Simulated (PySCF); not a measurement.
A calculated (M06-2X, PySCF 2.14, aug-cc-pVDZ-DK, scalar relativity by spin-free X2C-1e) atom or ion has these occupied shells.

| shell | electrons | orbital energy (eV) | rms radius, mean of both spins (bohr) |
| --- | --- | --- | --- |
| 1s α | 1 | -4471.9 | 0.0845 |
| 1s β | 1 | -4471.9 | 0.0845 |
| 2s α | 1 | -504.22 | 0.372 |
| 2s β | 1 | -503.90 | 0.372 |
| 2p α | 3 | -415.55 | 0.340 |
| 2p β | 3 | -415.31 | 0.340 |
| 3s α | 1 | -69.969 | 1.15 |
| 3s β | 1 | -68.893 | 1.15 |
| 3p α | 3 | -46.133 | 1.27 |
| 3p β | 3 | -45.023 | 1.27 |
| 3d α | 1 | -13.625 | 1.91 |
| 4s α | 1 | -11.727 | 3.53 |

Task: Name the element and its charge.

Result: Sc⁺ (scandium, charge +1), in [Ar] 3d1 4s1, high-spin 3D determinant.
